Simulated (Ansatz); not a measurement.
A nudged elastic band was laid between two geometries of a periodic cell of 17 atoms, CuSi₁₆ (host Si, host structure diamond, interstitial Cu), cell charge +1.

Level of theory: Ansatz 0.2.0, DFT PBE, scalar-relativistic, plane waves, PAW. Settings: PAW set soft_1, cutoff 420 eV, k mesh 2x2x2, gaussian smearing 0.05 eV, no spin polarisation.

```
movable images  : 7
climbing image  : yes
spring          : 2.0 eV/Å²
optimiser       : quadratic models (default)
start path      : IDPP
force threshold : 0.05 eV/Å
iteration limit : 55
end points      : relaxed
```

Initial state:

```xyz
17
Lattice="0.0000 5.4300 5.4300 5.4300 0.0000 5.4300 5.4300 5.4300 0.0000" Properties=species:S:1:pos:R:3
Si 0.037 -0.055 0.059
Si 1.315 1.405 1.363
Si 2.773 2.690 0.060
Si 4.127 4.025 1.409
Si 2.720 0.008 2.775
Si 4.147 1.316 4.116
Si 5.482 2.677 2.761
Si 6.831 4.017 4.121
Si -0.145 2.856 2.575
Si 1.311 4.069 4.025
Si 2.773 5.373 2.746
Si 4.070 6.830 4.035
Si 2.712 2.653 5.422
Si 3.933 4.194 6.662
Si 5.478 5.427 5.441
Si 6.830 6.743 6.853
Cu 6.614 6.928 3.921
```

Final state:

```xyz
17
Lattice="0.0000 5.4300 5.4300 5.4300 0.0000 5.4300 5.4300 5.4300 0.0000" Properties=species:S:1:pos:R:3
Si 0.129 -0.124 0.132
Si 1.359 1.418 1.360
Si 2.670 2.761 -0.066
Si 4.016 4.073 1.357
Si 2.758 0.004 2.761
Si 4.212 1.218 4.215
Si 5.427 2.671 2.760
Si 6.727 4.133 4.042
Si -0.066 2.761 2.674
Si 1.354 4.075 4.019
Si 2.669 5.493 2.672
Si 4.025 6.833 4.027
Si 2.757 2.672 5.430
Si 4.039 4.131 6.732
Si 5.376 5.482 5.381
Si 6.728 6.818 6.731
Cu 8.300 7.999 2.876
```

Task: What changes between the two ends?

Result: Contacts lost: Si12–Cu17, Si15–Cu17. Contacts made: Si4–Cu17, Si7–Cu17. The atom that moves furthest is Cu17, by 2.25 Å.

Task: Give the energies along the band, and the barrier.

Result: The forces met the threshold. The highest image is number 4 of 0 to 8, 0.043 eV above the ends, which have the same energy within 2 meV. A structure lower than the first end lies on the path between it and the top, so the climb from that side starts below the end, which may itself be a saddle point or a shallow side well. A structure lower than the last end lies on the path between it and the top, so the climb from that side starts below the end, which may itself be a saddle point or a shallow side well. By the program's own check the climbing image is of a kind that is not told: the force calls were inconclusive, a negative curvature could not be distinguished from the path's own, the only one lies far off the path, or fixed occupations may fill a level only in part (lowest curvatures found: -0.56 and 0.87 eV/Å²). Limits of this set-up: coarse k mesh, charged cell in a uniform background, uncorrected.

| image | path coordinate (Å) | energy (eV) | Si12–Cu17 (Å) | Si15–Cu17 (Å) | Si4–Cu17 (Å) |
| --- | --- | --- | --- | --- | --- |
| 0 | 0.00 | 0.000 | 2.55 | 2.42 | 4.57 |
| 1 | 0.34 | 0.002 | 2.76 | 2.51 | 4.35 |
| 2 | 0.68 | -0.005 | 3.02 | 2.66 | 4.06 |
| 3 | 1.01 | 0.016 | 3.26 | 2.95 | 3.67 |
| 4 | 1.36 | 0.043 | 3.51 | 3.30 | 3.31 |
| 5 | 1.70 | 0.018 | 3.77 | 3.65 | 2.96 |
| 6 | 2.03 | -0.005 | 4.03 | 4.03 | 2.67 |
| 7 | 2.37 | 0.002 | 4.30 | 4.33 | 2.52 |
| 8 | 2.71 | 0.000 | 4.57 | 4.59 | 2.43 |

Task: What is the geometry of the highest image?

Result: 
```xyz
17
Lattice="0.0000 5.4300 5.4300 5.4300 0.0000 5.4300 5.4300 5.4300 0.0000" Properties=species:S:1:pos:R:3
Si -0.128 -0.118 0.175
Si 1.317 1.313 1.296
Si 2.666 2.669 -0.032
Si 3.935 3.937 1.473
Si 2.800 -0.086 2.669
Si 4.158 1.273 4.117
Si 5.434 2.680 2.770
Si 6.823 4.072 4.021
Si -0.084 2.803 2.675
Si 1.269 4.165 4.123
Si 2.676 5.435 2.771
Si 4.069 6.825 4.020
Si 2.754 2.762 5.489
Si 4.195 4.192 6.618
Si 5.563 5.567 5.320
Si 6.835 6.836 6.820
Cu 7.461 7.464 3.399
```

Run time: 5 min on 1 thread of Intel(R) Xeon(R) 6975P-C (Granite Rapids), on a shared host, peak memory 1.1 GiB.
